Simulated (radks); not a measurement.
Task: The thulium ion Tm2+, 67 electrons, occupied as [Xe] 4f13. Method: Dirac Kohn-Sham, LDA (Slater exchange, Perdew-Wang correlation), spin-unpolarised, spherical densities, finite nucleus; open shells are shared between the two j in proportion to 2j + 1; Fermi nuclear charge, rms radius 5.2256 fm; computed with a radial shooting solver on a logarithmic mesh with Libxc functionals.

Spin-orbit splittings of the eigenvalues, e(l+1/2) - e(l-1/2), with zeta = 2 splitting/(2l+1) and mean radii in bohr:

shell  occ.  splitting (eV)  zeta (eV)  <r> j=l-1/2  <r> j=l+1/2
2p        6           979.1      652.7      0.07010      0.07749
3p        6           206.7      137.8       0.2104       0.2243
3d       10           45.21      18.08       0.1974       0.2017
4p        6           46.84      31.23       0.5063       0.5386
4d       10           8.520      3.408       0.5655       0.5769
4f       13               ?          ?       0.7884       0.8081
5p        6           5.817      3.878        1.386        1.498

Estimate the 4f splitting.

Result: 1.203 eV (zeta = 0.3436 eV).
